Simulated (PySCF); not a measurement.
Gas-phase reaction: 2 GaH + 3 Cl₂ = 2 GaCl₃ + 2 H

Method: PySCF energies plus ideal-gas RRHO corrections (1 bar). † marks an energy on the PBE0/def2-TZVP geometry and frequencies; other levels use their own. CCSD(T) freezes the core. 6-31G* has spherical d functions here. Open shells (unrestricted): H (multiplicity 2); the rest are closed-shell singlets. B3LYP is the form with VWN-RPA correlation. Ga: all electrons, no relativistic terms. GaH: computed as isolated molecules; such fragments, hydroxides, amides, oligomers or adducts are transient or little studied in the gas. CCSD(T) isn't extrapolated to the basis-set limit.

| level | ΔH°(298 K), kJ |
|---|---|
| B3LYP/6-31G* | (withheld) |
| B3LYP/def2-TZVP† | -801 |
| CCSD(T)/def2-TZVPP† | (withheld) |
| M06-2X/def2-TZVP† | -942 |
| PBE/def2-TZVP† | -827 |

### Question
What belongs in the gaps?

### Answer

- B3LYP/6-31G*, ΔH°(298 K), kJ: -825
- CCSD(T)/def2-TZVPP†, ΔH°(298 K), kJ: -924
